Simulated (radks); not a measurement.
The numbers below are computed, except where a source is named.
Problem. The manganese ion Mn10+ is in [Ne] 3s2 3p3. Level of theory: scalar-relativistic Kohn-Sham, r2SCAN, spin-polarised, spherical densities, finite nucleus; meta-GGA in the generalised Kohn-Sham scheme; Fermi nuclear charge, rms radius of each element as measured or else 0.836 A^(1/3) + 0.57 fm (a radial shooting solver on a logarithmic mesh with Libxc functionals). Open shells are filled with parallel spins first. One electron is removed from 3p, 2s, 2p, 3s in turn, with full relaxation. Which removal costs least, and what does each cost?

Solution. 3p 285.48 eV; 3s 305.42 eV; 2p 927.55 eV; 2s 1038.7 eV. The 3p electron leaves first.
